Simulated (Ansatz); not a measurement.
Steps of a relaxation of C2H6OSSi, SMILES `SC1CO[SiH2]1` with RKS PBE0-D4/def2-TZVP.

```sh
$ ansatz run in.yaml --threads 4 --pin off --events-out ev --progress --plain --max-ram 10444MiB
```

```yaml
crystal:
  periodic: [false, false, false]
  atoms:
    - {symbol: S, position_ang: [-1.881155, 1.013967, 0.242806]}
    - {symbol: C, position_ang: [-0.117572, 0.553722, 0.451788]}
    - {symbol: C, position_ang: [0.034101, -0.917213, 0.952981]}
    - {symbol: O, position_ang: [0.635756, -1.586639, -0.185844]}
    - {symbol: Si, position_ang: [0.757475, -0.143835, -1.091649]}
    - {symbol: H, position_ang: [-1.703141, 1.941079, -0.741178]}
    - {symbol: H, position_ang: [0.418822, 1.291824, 1.080646]}
    - {symbol: H, position_ang: [-0.940085, -1.390837, 1.209149]}
    - {symbol: H, position_ang: [0.701628, -0.987525, 1.840804]}
    - {symbol: H, position_ang: [2.176264, 0.288961, -1.359095]}
    - {symbol: H, position_ang: [-0.016894, -0.120602, -2.379806]}
basis:
  gaussian: {orbitals: def2-TZVP}
hamiltonian: {xc: pbe0, dispersion: d4}
relax: {f_tol: 0.005, max_steps: 150}
```

Positions (Å) and forces (eV/Å) along the path, 12 of 26 steps:

```xyz
11
step=1 energy=-22922.4336 eV
S    -1.881    1.014    0.243    0.625    0.227   -0.320
C    -0.118    0.554    0.452    0.107    0.059    0.003
C     0.034   -0.917    0.953   -0.127   -0.091    0.315
O     0.636   -1.587   -0.186   -0.068    1.059   -0.277
Si    0.757   -0.144   -1.092   -0.207   -0.584    0.622
H    -1.703    1.941   -0.741   -0.089   -0.358    0.379
H     0.419    1.292    1.081   -0.340   -0.415   -0.338
H    -0.940   -1.391    1.209    0.536    0.230   -0.208
H     0.702   -0.988    1.841   -0.305    0.029   -0.533
H     2.176    0.289   -1.359   -0.311   -0.117    0.072
H    -0.017   -0.121   -2.380    0.180   -0.040    0.285
11
step=5 energy=-22922.5084 eV
S    -1.845    1.032    0.260   -0.002    0.036   -0.030
C    -0.112    0.560    0.455    0.009   -0.021    0.020
C     0.031   -0.905    0.946    0.000   -0.004   -0.001
O     0.617   -1.558   -0.201   -0.001   -0.015    0.003
Si    0.741   -0.143   -1.067    0.009    0.020   -0.015
H    -1.698    1.876   -0.776   -0.005   -0.030    0.028
H     0.423    1.274    1.079   -0.006   -0.001   -0.008
H    -0.925   -1.375    1.191    0.006    0.011   -0.004
H     0.705   -0.989    1.803   -0.003    0.008   -0.007
H     2.144    0.282   -1.326   -0.007   -0.005    0.004
H    -0.016   -0.110   -2.344    0.001    0.000    0.010
11
step=6 energy=-22922.5087 eV
S    -1.840    1.044    0.270    0.001    0.056   -0.060
C    -0.110    0.562    0.461    0.015   -0.034    0.022
C     0.030   -0.905    0.946    0.010   -0.001   -0.008
O     0.610   -1.557   -0.205   -0.006   -0.004    0.010
Si    0.738   -0.139   -1.064    0.010    0.015   -0.013
H    -1.698    1.846   -0.800   -0.013   -0.042    0.051
H     0.431    1.272    1.084   -0.010    0.000   -0.007
H    -0.926   -1.373    1.193    0.005    0.010   -0.003
H     0.708   -0.993    1.800   -0.003    0.003   -0.004
H     2.143    0.283   -1.323   -0.006   -0.003    0.002
H    -0.020   -0.097   -2.341   -0.001    0.000    0.010
11
step=7 energy=-22922.5089 eV
S    -1.834    1.057    0.275    0.003    0.056   -0.068
C    -0.108    0.563    0.467    0.014   -0.018    0.011
C     0.030   -0.906    0.947    0.000    0.002   -0.013
O     0.604   -1.557   -0.209   -0.003    0.000    0.006
Si    0.736   -0.134   -1.062    0.006    0.009   -0.005
H    -1.699    1.820   -0.825   -0.008   -0.053    0.069
H     0.437    1.270    1.090   -0.008    0.002   -0.002
H    -0.927   -1.372    1.195    0.000    0.004    0.001
H     0.711   -0.999    1.798   -0.001    0.003    0.000
H     2.141    0.283   -1.321   -0.002   -0.002   -0.001
H    -0.025   -0.083   -2.336   -0.001   -0.001    0.004
11
step=10 energy=-22922.5096 eV
S    -1.814    1.103    0.299    0.033    0.071   -0.121
C    -0.099    0.568    0.485   -0.026   -0.005   -0.002
C     0.027   -0.907    0.948    0.002   -0.001    0.012
O     0.592   -1.550   -0.218    0.006    0.012   -0.013
Si    0.732   -0.120   -1.055    0.003   -0.014    0.016
H    -1.702    1.723   -0.892   -0.018   -0.066    0.119
H     0.457    1.264    1.111    0.001   -0.003   -0.003
H    -0.934   -1.364    1.193    0.004    0.005   -0.004
H     0.710   -1.016    1.795   -0.001   -0.001   -0.004
H     2.138    0.288   -1.323   -0.003    0.000    0.000
H    -0.041   -0.045   -2.322   -0.001    0.002    0.001
11
step=16 energy=-22922.5200 eV
S    -1.731    1.278    0.367    0.053    0.065   -0.333
C    -0.070    0.588    0.514   -0.043   -0.032   -0.023
C     0.006   -0.902    0.939    0.004   -0.004    0.033
O     0.591   -1.527   -0.229    0.010    0.000   -0.012
Si    0.740   -0.087   -1.043    0.022    0.030    0.021
H    -1.777    1.416   -0.981   -0.011   -0.059    0.339
H     0.537    1.240    1.141   -0.017   -0.002   -0.007
H    -0.976   -1.335    1.140    0.002    0.011   -0.008
H     0.661   -1.057    1.801   -0.009   -0.007   -0.004
H     2.143    0.308   -1.335   -0.002   -0.004   -0.007
H    -0.060    0.021   -2.293   -0.007    0.002    0.002
11
step=20 energy=-22922.5482 eV
S    -1.592    1.497    0.413    0.005   -0.007   -0.048
C    -0.031    0.614    0.492    0.012    0.047    0.030
C    -0.041   -0.880    0.904    0.017   -0.038    0.015
O     0.683   -1.487   -0.194    0.017    0.000   -0.010
Si    0.802   -0.065   -1.050   -0.050    0.000    0.036
H    -1.977    1.091   -0.810    0.000   -0.002    0.038
H     0.628    1.207    1.129   -0.020   -0.004   -0.014
H    -1.053   -1.289    0.964    0.023    0.032   -0.014
H     0.488   -1.074    1.841   -0.016   -0.015   -0.013
H     2.192    0.343   -1.386   -0.002   -0.015   -0.002
H    -0.032   -0.015   -2.282    0.013    0.002   -0.018
11
step=21 energy=-22922.5473 eV rejected
S    -1.569    1.530    0.412   -0.108   -0.135   -0.284
C    -0.021    0.625    0.490    0.022    0.006   -0.003
C    -0.049   -0.872    0.896    0.005   -0.049    0.036
O     0.682   -1.481   -0.194    0.015    0.013   -0.017
Si    0.811   -0.060   -1.052   -0.009    0.004    0.003
H    -2.022    1.020   -0.761    0.102    0.128    0.283
H     0.641    1.209    1.131   -0.023   -0.005   -0.022
H    -1.066   -1.273    0.939    0.012    0.038   -0.002
H     0.464   -1.078    1.839   -0.016    0.002   -0.001
H     2.204    0.336   -1.388    0.011   -0.009    0.010
H    -0.010   -0.013   -2.292   -0.013    0.008   -0.003
11
step=22 energy=-22922.5478 eV rejected
S    -1.585    1.506    0.407    0.085    0.118    0.276
C    -0.026    0.621    0.493    0.002   -0.012   -0.024
C    -0.043   -0.875    0.900    0.003   -0.027    0.017
O     0.678   -1.485   -0.196    0.001    0.013   -0.004
Si    0.804   -0.062   -1.051    0.018   -0.005   -0.011
H    -1.993    1.057   -0.780   -0.082   -0.111   -0.258
H     0.631    1.213    1.131   -0.014    0.004   -0.009
H    -1.058   -1.276    0.954   -0.004    0.013   -0.001
H     0.480   -1.079    1.839   -0.004    0.000    0.004
H     2.196    0.334   -1.385    0.006    0.000    0.006
H    -0.018   -0.010   -2.291   -0.011    0.007    0.004
11
step=23 energy=-22922.5491 eV
S    -1.588    1.503    0.410    0.004    0.004    0.002
C    -0.028    0.618    0.494    0.009    0.011   -0.006
C    -0.041   -0.878    0.903    0.006   -0.016    0.007
O     0.681   -1.486   -0.195    0.002    0.005    0.001
Si    0.802   -0.063   -1.050   -0.007   -0.002    0.006
H    -1.985    1.072   -0.799   -0.006   -0.012    0.002
H     0.629    1.211    1.130   -0.005    0.003   -0.002
H    -1.055   -1.282    0.959    0.000    0.010   -0.006
H     0.484   -1.079    1.841   -0.005   -0.004   -0.003
H     2.193    0.337   -1.386    0.001   -0.004    0.002
H    -0.027   -0.011   -2.286    0.000    0.005   -0.003
11
step=25 energy=-22922.5498 eV
S    -1.574    1.520    0.409   -0.006   -0.005   -0.016
C    -0.020    0.625    0.489   -0.001   -0.005    0.005
C    -0.047   -0.872    0.896   -0.002    0.002   -0.003
O     0.679   -1.482   -0.197   -0.001   -0.002    0.004
Si    0.811   -0.060   -1.052    0.003    0.002   -0.009
H    -2.017    1.018   -0.757    0.004    0.007    0.015
H     0.638    1.215    1.128    0.001    0.000    0.001
H    -1.065   -1.265    0.941    0.002   -0.001    0.002
H     0.466   -1.080    1.839    0.000    0.001    0.000
H     2.207    0.327   -1.384    0.000    0.001    0.001
H    -0.012   -0.004   -2.292    0.000    0.000    0.000
11
step=26 energy=-22922.5498 eV
S    -1.573    1.521    0.409    0.000    0.001    0.002
C    -0.020    0.625    0.488   -0.002   -0.002    0.001
C    -0.047   -0.872    0.896    0.000    0.001   -0.001
O     0.679   -1.482   -0.197   -0.001   -0.002    0.002
Si    0.811   -0.060   -1.053    0.001    0.003   -0.003
H    -2.019    1.018   -0.755    0.001    0.000    0.000
H     0.638    1.214    1.127    0.000    0.000    0.000
H    -1.066   -1.265    0.941    0.001    0.000    0.000
H     0.466   -1.080    1.839    0.000    0.000    0.000
H     2.208    0.328   -1.383    0.000    0.000    0.000
H    -0.011   -0.004   -2.292    0.001   -0.001    0.000
```

Hardware: 4 threads of an INTEL XEON PLATINUM 8581C on a shared host. Wall time 65 s, peak host memory 0.6 GiB.
